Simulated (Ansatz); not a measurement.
One geometry of the cluster Ag4F3⁺, several levels of theory.

```yaml
crystal:
  periodic: [false, false, false]
  atoms:
    - {symbol: Ag, position_ang: [1.611828, -0.738873, -0.898073]}
    - {symbol: Ag, position_ang: [-5.090039, 2.200887, 2.365747]}
    - {symbol: Ag, position_ang: [-1.822218, 0.667389, 0.427904]}
    - {symbol: Ag, position_ang: [5.398907, -2.095376, -1.676803]}
    - {symbol: F, position_ang: [-3.334731, 1.454093, 1.598658]}
    - {symbol: F, position_ang: [3.573055, -1.373028, -1.066735]}
    - {symbol: F, position_ang: [-0.336791, -0.115092, -0.750689]}
basis:
  gaussian: {orbitals: def2-SVP, initial_orbitals: start.molden}
total_charge: 1
hamiltonian: {xc: pbe, dispersion: d4}
scf: {omitted_lower_state_checks: [starts]}
output: {orbitals: {seedname: orbitals}}
```

The file start.molden holds the orbitals of an earlier run on this structure, at another level or in another basis.

```sh
$ ansatz run in.yaml --threads 4 --pin off --events-out ev --progress --plain --max-ram 4787MiB
```

It prints (some lines left out):

```
Functional definition: PBE
1572 factors; their error is unknown
mean field evaluation 1: about -24128.9884 eV, gradient 1.5e1 eV
mean field evaluation 2: about -24129.4635 eV, gradient 5.0e-1 eV
mean field evaluation 4: about -24129.4159 eV, gradient 7.5e-2 eV
mean field -24129.41588733 eV, -886.7396783538 hartree, gradient 1.5e-5 eV, S^2 0.000000; 0 other end points of the search recorded, 0 dependent functions left out
reference -24129.41596184 eV, -886.7396810921 hartree; 51, 51 occupied and 115, 115 virtual orbitals, 1572 factors
Total energy: -24129.60194073 eV, -886.7465156902 hartree
Checks for a lower state left out: starts
```

Hardware: 4 threads of Arm Neoverse V1 on a shared host. Wall time 2.2 s.

The first input with `gaussian: {orbitals: def2-TZVP, initial_orbitals: start.molden}`, `hamiltonian: {xc: {name: B3LYP}, dispersion: d4}` (abridged; 7 s):

```
Functional definition: B3LYP
mean field -24155.69799359 eV, -887.7055279442 hartree, gradient 1.6e-5 eV, S^2 0.000000
Total energy: -24156.00570231 eV, -887.7168360313 hartree
Checks for a lower state left out: starts
```

The first input with `hamiltonian: {xc: pbe0, dispersion: d4}` (abridged; 4 s):

```
Functional definition: PBE0
mean field -24127.79503339 eV, -886.6801130702 hartree, gradient 2.1e-5 eV, S^2 0.000000
Total energy: -24127.95737873 eV, -886.6860791512 hartree
Checks for a lower state left out: starts
```

Geometry: r2SCAN-D4/def2-SVP.

In the def2 sets Ag takes a core potential; there is no spin–orbit coupling. B3LYP takes the VWN-RPA correlation. No other spin state of charge 1 was run. Another isomer (singlet) lies 0.10 eV lower at r2SCAN-D4/def2-TZVP; other spin states weren't run for this one.
